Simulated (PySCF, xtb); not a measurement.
F₃Fe, SMILES [F][Fe-]([F])[F] (connectivity only; charge and spin as stated), charge -1, multiplicity 5.

Harmonic wavenumbers (cm⁻¹) from GFN2-xTB run with xtb at its own minimum, in rising order: 147, 147, 147, 393, 393, 409.

Question: What does PySCF with PBE-D3(BJ)/def2-SVPD give at its own minimum? (Estimate from the structure and the level; the computed values follow.)

Answer: 133, 133, 149, 489, 537, 537. Paired by order, the mean absolute difference is 66 cm⁻¹ and the zero-point energies are 2.3 and 2.8 kcal/mol.
